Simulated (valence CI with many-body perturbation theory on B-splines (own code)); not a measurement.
## Forbidden lines of Yb XXI

Computed by valence CI with perturbative core correlation (CI+MBPT): four valence electrons over a frozen Dirac-Fock core [Kr] 4d10, a basis of 7 s, 7 p, 7 d, 7 f, 4 g, 2 h functions for each j, with the one-electron correlation potential Σ1 (screened to all orders), the two-electron term Σ2, the three-electron term Σ3, Breit, model QED; selected single and double excitations, second order for the rest, scaled by the run's own slope (own B-spline code, finite nucleus).

No measured spectrum was set against this ion. As an estimate, terms of the open shell hold to a few per cent of their energy, and close levels can change places.

Lines 1 to 50 of 120 in falling wavelength, among levels below 725800 cm⁻¹, chosen from the decays that carry over 1 % of a level's rate. Wavelengths and rates use the calculated energies, so an error of 2000 cm⁻¹ moves a line at 39070 Å by 78 % and its rate by three times that or more. Weak lines are less certain than strong ones. Lines between different terms over intervals too small for the method are left out, as are lines whose strength nearly cancels. Where a level lies close to another of its J and parity, the split of strength between their lines is uncertain. Intervals below about 2000 cm⁻¹, as at the head of this list, are uncertain by tens of per cent.

Names give the largest LS component (configuration and term), which can be under half, so a name can repeat, a term be missing and a line seem to break the LS rules; names also repeat where a configuration has a term twice. Letters in brackets count levels of one name in rising energy.

```tsv
λ vac (Å)	Upper	Lower	Type	A (s⁻¹)	Branch %
1.040e+05	4f⁴ ⁵F_1	4f⁴ ⁵F_2	M1	6.32e-02	100.0
39070	4f⁴ ⁵S_2	4f⁴ ⁵F_3	M1	1.40e-01	2.7
21900	4f⁴ ³P_1 [a]	4f⁴ ³D_2 [a]	M1	2.11e+00	1.4
20730	4f⁴ ⁵G_2	4f⁴ ⁵F_3	M1	8.40e-01	6.1
19810	4f⁴ ³P_0 [a]	4f⁴ ³P_1 [a]	M1	3.64e+00	17.5
16580	4f⁴ ⁵F_3	4f⁴ ⁵F_2	M1	8.98e+00	80.7
15640	4f⁴ ⁵I_8	4f⁴ ⁵I_7	M1	9.35e+00	100.0
14410	4f⁴ ⁵G_3	4f⁴ ⁵F_3	M1	7.75e-01	2.3
14230	4f⁴ ⁵I_7	4f⁴ ⁵I_6	M1	2.13e+01	100.0
13610	4f⁴ ³H_6 [a]	4f⁴ ⁵G_5	M1	9.63e+00	17.7
13110	4f⁴ ⁵S_2	4f⁴ ⁵F_1	M1	2.03e+00	38.5
12910	4f⁴ ⁵I_6	4f⁴ ⁵I_5	M1	3.34e+01	100.0
12900	4f⁴ ⁵G_3	4f⁴ ³G_4 [a]	M1	4.83e+00	14.1
12260	4f⁴ ⁵G_5	4f⁴ ⁵F_5 [b]	M1	3.40e+00	2.6
12180	4f⁴ ⁵G_5	4f⁴ ⁵G_4	M1	2.43e+01	18.5
12160	4f⁴ ⁵I_5	4f⁴ ⁵I_4	M1	3.21e+01	100.0
11640	4f⁴ ⁵S_2	4f⁴ ⁵F_2	M1	3.10e+00	58.8
11170	4f⁴ ⁵G_4	4f⁴ ⁵F_4	M1	3.21e+00	1.7
11110	4f⁴ ⁵F_5 [b]	4f⁴ ⁵F_4	M1	2.04e+01	15.7
10950	4f⁴ ⁵F_4	4f⁴ ⁵F_3	M1	2.17e+01	17.2
10900	4f⁴ ⁵F_5 [b]	4f⁴ ⁵F_5 [a]	M1	9.35e+00	7.2
10770	4f⁴ ⁵G_6	4f⁴ ⁵F_5 [b]	M1	1.24e+01	12.8
10240	4f⁴ ⁵F_5 [a]	4f⁴ ³G_4 [a]	M1	2.11e+01	36.7
10110	4f⁴ ⁵G_2	4f⁴ ⁵F_1	M1	5.25e+00	38.0
10060	4f⁴ ⁵F_4	4f⁴ ³G_4 [a]	M1	1.72e+01	13.7
10020	4f⁴ ³D_3 [a]	4f⁴ ³D_2 [a]	M1	1.16e+01	13.6
9807	4f⁴ ³F_4 [a]	4f⁴ ³G_3 [a]	M1	3.14e+00	1.7
9213	4f⁴ ⁵G_2	4f⁴ ⁵F_2	M1	7.39e+00	53.5
8975	4f⁴ ⁵G_4	4f⁴ ⁵G_3	M1	5.09e+01	27.2
8333	4f⁴ ³D_3 [a]	4f⁴ ⁵G_4	M1	3.19e+00	3.7
8169	4f⁴ ³F_4 [a]	4f⁴ ⁵F_5 [b]	M1	3.48e+00	1.9
7710	4f⁴ ⁵G_3	4f⁴ ⁵F_2	M1	1.78e+01	51.9
7598	4f⁴ ³D_2 [a]	4f⁴ ⁵G_3	M1	7.47e+00	4.1
7554	4f⁴ ³G_3 [a]	4f⁴ ⁵G_3	M1	2.57e+00	2.0
6854	4f⁴ ³L_8	4f⁴ ³M_8	M1	1.29e+01	16.0
6545	4f⁴ ³D_2 [a]	4f⁴ ⁵G_2	M1	1.50e+01	8.3
6513	4f⁴ ³G_3 [a]	4f⁴ ⁵G_2	M1	7.61e+01	58.6
6341	4f⁴ ³M_9	4f⁴ ³M_8	M1	4.98e+01	70.6
6029	4f⁴ ³K_8 [a]	4f⁴ ³M_8	M1	6.90e+01	41.1
5769	4f⁴ ⁵G_5	4f⁴ ⁵F_5 [a]	M1	1.53e+01	11.7
5701	4f⁴ ³D_2 [a]	4f⁴ ⁵S_2	M1	3.62e+01	20.0
5676	4f⁴ ³G_3 [a]	4f⁴ ⁵S_2	M1	4.84e+00	3.7
5642	4f⁴ ³L_7	4f⁴ ³K_7 [a]	M1	5.07e+01	22.1
5415	4f⁴ ⁵G_6	4f⁴ ⁵F_5 [a]	M1	3.78e+01	39.0
5314	4f⁴ ³L_8	4f⁴ ³K_7 [a]	M1	6.52e+01	80.7
5292	4f⁴ ⁵G_4	4f⁴ ³G_4 [a]	M1	3.32e+01	17.7
5278	4f⁴ ⁵F_5 [b]	4f⁴ ³G_4 [a]	M1	1.13e+01	8.8
5039	4f⁴ ³P_1 [a]	4f⁴ ⁵G_2	M1	2.56e+00	1.7
4975	4f⁴ ³D_2 [a]	4f⁴ ⁵F_3	M1	6.29e+01	34.8
4956	4f⁴ ³G_3 [a]	4f⁴ ⁵F_3	M1	3.43e+01	26.4
```
